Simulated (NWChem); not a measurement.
SrF2; SMILES [Sr]([F])[F]

Program: NWChem. Geometry: optimised at PBE0/def2-SVP. No frequency run checked for a minimum. def2 effective core potentials on Sr; no spin-orbit coupling. Ions are spin-unrestricted doublets at the neutral geometry; other ion states weren't tried.

```json
[
 {"level": "B3LYP/def2-SVPD", "vertical ionisation energy, ΔSCF (eV)": "11.01", "−ε(HOMO) (eV)": "8.29", "ΔSCF minus −ε(HOMO) (eV)": "2.72"},
 {"level": "PBE/def2-SVPD", "vertical ionisation energy, ΔSCF (eV)": "10.53", "−ε(HOMO) (eV)": "6.71", "ΔSCF minus −ε(HOMO) (eV)": "3.82"},
 {"level": "Hartree-Fock/def2-SVPD", "vertical ionisation energy, ΔSCF (eV)": "?", "−ε(HOMO) (eV)": "?", "ΔSCF minus −ε(HOMO) (eV)": "?"},
 {"level": "LRC-wPBEh/def2-SVPD", "vertical ionisation energy, ΔSCF (eV)": "11.28", "−ε(HOMO) (eV)": "10.42", "ΔSCF minus −ε(HOMO) (eV)": "0.86"}
]
```

**Question.** Some entries are withheld; supply them.

**Answer.** 
- Hartree-Fock/def2-SVPD, vertical ionisation energy, ΔSCF (eV): 11.27
- Hartree-Fock/def2-SVPD, −ε(HOMO) (eV): 13.53
- Hartree-Fock/def2-SVPD, ΔSCF minus −ε(HOMO) (eV): -2.26
